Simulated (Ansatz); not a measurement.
`C[Se][SiH2]N` + `[AlH2][SH]` → `N[SiH2][S][AlH2]` + `C[SeH]`  (ligand exchange at the Si–Se bond)

Computed with Ansatz on PBE0-D4/def2-TZVP structures; ΔE is electronic, products minus reactants. CCSD(T)/CBS is the MP2 limit (def2-TZVPP, def2-QZVPP) plus CCSD(T) − MP2 in def2-TZVPP, frozen cores. This one scheme is used for every species. DFT in def2-TZVPP. HSE06 is defined as in plane-wave codes. For Se outer-core shells are correlated without core-valence functions, which leaves a few kJ/mol of doubt a bond. Scalar relativity is left out up to krypton. One conformer a species, not always the lowest.

```tsv
level	ΔE (kcal/mol)	difference from CCSD(T)/CBS
r2SCAN-D4	-1.1	-0.4
HSE06-D4	-1.0	-0.3
revPBE	-0.5	0.2
BLYP	-0.2	0.5
r2SCANh	-1.1	-0.4
BHLYP	-0.8	-0.1
LC-ωPBE	-1.3	-0.6
MP2/def2-SVP	-1.2	-0.5
HF/CBS(def2)	-1.1	-0.4
CCSD/CBS(def2)	-0.6	0.1
CCSD(T)/CBS	-0.7	0
```

Largest T1 diagnostic among the species: 0.011.

Leaving LDA and LC-ωPBE aside and taking each functional with its dispersion term where it has one, the values, not all of them listed here, spread over 1.4 kcal/mol, from B97M-V to BLYP-D4.

CCSD(T)/CBS has its own doubt, a few kJ/mol and more with outer-core shells, so smaller differences from it don't rank the levels.
